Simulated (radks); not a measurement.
Task: All-electron atom: Ta II in [Xe] 4f14 5d3.5 6s0.5 (fractional occupations, a model configuration). All-electron calculation, scalar-relativistic Kohn-Sham, PBE, spin-unpolarised, spherical densities, finite nucleus; Fermi nuclear charge, rms radius 5.3507 fm. Program: a radial shooting solver on a logarithmic mesh with Libxc functionals. Some entries of the table are withheld. Estimate them.

orbital,occ.,eigenvalue (eV),<r> (bohr),<1/r> (bohr^-1)
1s,2,-67352.79,0.01867,85.40
2s,2,-11577.57,(1),19.96
2p,6,-10148.90,0.07057,18.15
3s,2,-2656.919,0.2048,7.387
3p,6,-2231.787,(2),6.836
3d,10,-1735.091,0.1856,6.463
4s,2,-546.4850,(3),3.134
4p,6,(4),0.4877,2.851
4d,10,-228.2316,(5),2.532
5s,2,-79.0108,1.102,1.210
5p,6,-45.5430,1.297,1.010
4f,14,-30.7366,0.6399,2.002
6s,0.5,-11.1896,3.113,0.4048
5d,3.5,-9.7505,2.150,0.6109

Result: 
(1) 2s <r> (bohr): 0.07896
(2) 3p <r> (bohr): 0.2049
(3) 4s <r> (bohr): 0.4588
(4) 4p eigenvalue (eV): -406.9827
(5) 4d <r> (bohr): 0.5230
